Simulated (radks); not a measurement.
Results of a calculation; reference values are marked as such.
Valence configurations of Ar+ (all share [Ne]). Code: a radial shooting solver on a logarithmic mesh with Libxc functionals. Model: Dirac Kohn-Sham, BLYP, spin-unpolarised, spherical densities, finite nucleus; open shells are shared between the two j in proportion to 2j + 1; Fermi nuclear charge, rms radius 3.4274 fm. Energies are relative to 3s2 3p5; eigenvalues in eV.

valence,E (eV),e(3p1/2),e(3p3/2),e(3s1/2)
3s2 3p5,0.000,-22.105,-21.904,-36.515
3s1 3p6,14.585,-22.649,-22.444,-37.137
3s1.5 3p5.5,7.282,-22.380,-22.177,-36.830

NIST lists [Ne] 3s2 3p5 as the ground configuration; this level of theory agrees among the configurations tried. The energies are those of spherical spin-averaged densities, not of single terms.
